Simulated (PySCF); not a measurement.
## MCl2+ across group 14

Level: PBE0, basis family def2-TZVP, scalar-relativistic core potentials from Rb on and no relativity for lighter atoms.

Each entry is the lowest minimum that a search over a few typed start shapes (and spin states, where more than one is plausible) found, or that minimum re-optimised at the stated level; isomers with ligand–ligand bonds, or fragments after loss of a ligand pair, can lie lower. Open shells are unrestricted; no spin–orbit coupling; PySCF with density fitting.

```json
{"molecule": "CCl₂⁺", "2S+1": "?", "point group": "?", "mean bond to the central atom (Å)": "?", "distinct angles (°)": "?", "dipole (D)": "?"}
{"molecule": "SiCl₂⁺", "2S+1": "2", "point group": "C2v", "mean bond to the central atom (Å)": "1.963", "distinct angles (°)": "122", "dipole (D)": "1.77"}
{"molecule": "GeCl₂⁺", "2S+1": "2", "point group": "C2v", "mean bond to the central atom (Å)": "2.075", "distinct angles (°)": "121", "dipole (D)": "1.18"}
{"molecule": "SnCl₂⁺", "2S+1": "2", "point group": "C2v", "mean bond to the central atom (Å)": "2.272", "distinct angles (°)": "120", "dipole (D)": "1.66"}
```

Task: Fill in the row of CCl₂⁺.

Result: 2S+1: 2; point group: C2v; mean bond to the central atom (Å): 1.582; distinct angles (°): 136; dipole (D): 0.16.

The bond lengthens at every step; the largest change, 0.381 Å, falls between CCl₂⁺ and SiCl₂⁺ among the members listed.

Left out of the table are members whose search was unfinished or whose lowest solution was spin-contaminated, unstable, very soft or bonded differently.
